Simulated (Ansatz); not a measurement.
C2H7AlFN (`[CH3][Al]([NH2])[CH2]F`), relaxed with RKS PBE-D4/def2-SVP in Ansatz from a rough embedded geometry. The force threshold is 0.03 eV/Å; the program also tests the step.

Charge 0, multiplicity 1.

Start:

```xyz
12

C     1.366    0.019   -1.171
Al   -0.007    0.173    0.185
N     0.464    0.811    1.887
C    -1.890   -0.341   -0.133
F    -1.972   -1.660   -0.564
H     2.376    0.287   -0.822
H     1.446   -1.081   -1.519
H     1.121    0.596   -2.056
H     0.318    0.057    2.602
H     1.527    0.972    1.920
H    -2.254    0.318   -1.047
H    -2.496   -0.151    0.718
```

```csv
step,energy (eV),largest force (eV/Å),largest move (Å)
1,-12974.1575,3.044,0.000
2,-12974.4627,1.389,0.193
3,-12974.6543,0.387,0.200
4,-12974.7042,0.220,0.200
5,-12974.7249,0.130,0.176
6,-12974.7307,0.085,0.140
7,-12974.7341,0.021,0.073
8,-12974.7348,0.085,0.050
9,-12974.7354,0.064,0.023
10,-12974.7364,0.041,0.059
11,-12974.7368,0.062,0.054
12,-12974.7369,0.110,0.030
13,-12974.7372,0.065,0.026
14,-12974.7374,0.028,0.031
15,-12974.7376,0.032,0.031
16,-12974.7377,0.035,0.044
17,-12974.7378,0.022,0.017
18,-12974.7379,0.019,0.035
```

End:

```xyz
12

C     1.426   -0.131   -1.225
Al    0.090    0.078    0.194
N     0.551    0.698    1.808
C    -1.838   -0.364   -0.105
F    -1.936   -1.207   -1.232
H     2.450    0.159   -0.910
H     1.464   -1.182   -1.579
H     1.154    0.486   -2.108
H    -0.076    0.818    2.607
H     1.497    0.980    2.078
H    -2.464    0.543   -0.292
H    -2.317   -0.877    0.764
```

It took 8.5 s on 4 threads of an AMD EPYC 9R45 on a shared host, with 0.18 GiB of host memory at the peak.
